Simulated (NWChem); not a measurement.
System meant: AlH2O2Br; SMILES [OH][Al]([OH])[Br]

Here is an NWChem input.

```
start job
memory heap 200 mb stack 900 mb global 1100 mb
geometry units angstroms noautosym nocenter noautoz
  Al     0.917294     0.724700     0.093002
  Br    -0.849867    -0.692080    -0.109705
  O      0.946910     2.211630    -0.729865
  H      0.210603     2.473368    -1.296026
  O      2.249303     0.329987     1.071915
  H      2.272625    -0.504911     1.555335
end
basis spherical
  Al library def2-svp
  Br library def2-svp
  O library def2-svp
  H library def2-svp
end
dft
  xc xtpss03 ctpss03
  iterations 150
end
property
  shielding 4 1 2 3 4
end
task dft property
```

End of the output:

```
 Vector   36  Occ=0.000000D+00  E= 3.766941D-02
              MO Center=  8.4D-01,  6.6D-01,  8.4D-02, r^2= 6.8D+00
   Bfn.  Coefficient  Atom+Function         Bfn.  Coefficient  Atom+Function
  ----- ------------  ---------------      ----- ------------  ---------------
    53      0.541249  3 O  s                 72     -0.541400  5 O  s
    66     -0.486020  4 H  s                 85      0.486519  6 H  s
    12     -0.471984  1 Al py                13      0.452065  1 Al pz
    11      0.326747  1 Al px                77      0.189266  5 O  py
    57     -0.187204  3 O  px                54     -0.167818  3 O  px

 center of mass
 --------------
 x =   0.14024941 y =   0.09229393 z =  -0.00704781

 moments of inertia (a.u.)
 ------------------
         609.706230342934        -389.845676306180        -144.947451798624
        -389.845676306180         758.447440082032          58.106312939664
        -144.947451798624          58.106312939664        1138.014561937395

     Multipole analysis of the density
     ---------------------------------

     L   x y z        total         alpha         beta         nuclear
     -   - - -        -----         -----         ----         -------
     0   0 0 0     -0.000000    -33.000000    -33.000000     66.000000

     1   1 0 0     -0.227194     -9.781822     -9.781822     19.336449
     1   0 1 0     -0.183593     -7.177979     -7.177979     14.172365
     1   0 0 1     -0.026393     -0.358128     -0.358128      0.689863

     2   2 0 0    -33.696937   -175.895376   -175.895376    318.093814
     2   1 1 0     -5.234154    -94.202636    -94.202636    183.171119
     2   1 0 1      0.496639    -37.950557    -37.950557     76.397753
     2   0 2 0    -31.019621   -140.435747   -140.435747    249.851873
     2   0 1 1     -2.024953     17.808993     17.808993    -37.642939
     2   0 0 2    -27.932018    -46.259253    -46.259253     64.586488

          -----------------------------------------
          Chemical Shielding Tensors (GIAO, in ppm)
          -----------------------------------------

 ------------------------------------------------------------------------
  xtpss03: d2 not coded                    0
 ------------------------------------------------------------------------
 ------------------------------------------------------------------------
  current input line :
    24: task dft property
 ------------------------------------------------------------------------
 ------------------------------------------------------------------------
 This error has not yet been assigned to a category
 ------------------------------------------------------------------------
 For more information see the NWChem manual at https://nwchemgit.github.io

0: xtpss03: d2 not coded:Received an Error in Communication
```

Question: What is wrong, and how is it mended?

Answer: The run crashed. Cause: this functional's second derivatives, which shieldings need, aren't coded here; the fix takes a hybrid GGA instead. This input runs:
```
start job
memory heap 200 mb stack 900 mb global 1100 mb
geometry units angstroms noautosym nocenter noautoz
  Al     0.917294     0.724700     0.093002
  Br    -0.849867    -0.692080    -0.109705
  O      0.946910     2.211630    -0.729865
  H      0.210603     2.473368    -1.296026
  O      2.249303     0.329987     1.071915
  H      2.272625    -0.504911     1.555335
end
basis spherical
  * library def2-svp
end
dft
  xc pbe0
  iterations 150
end
property
  shielding 4 1 2 3 4
end
task dft property
```
It converges to -2967.33570 Ha (PBE0/def2-SVP, GIAO).
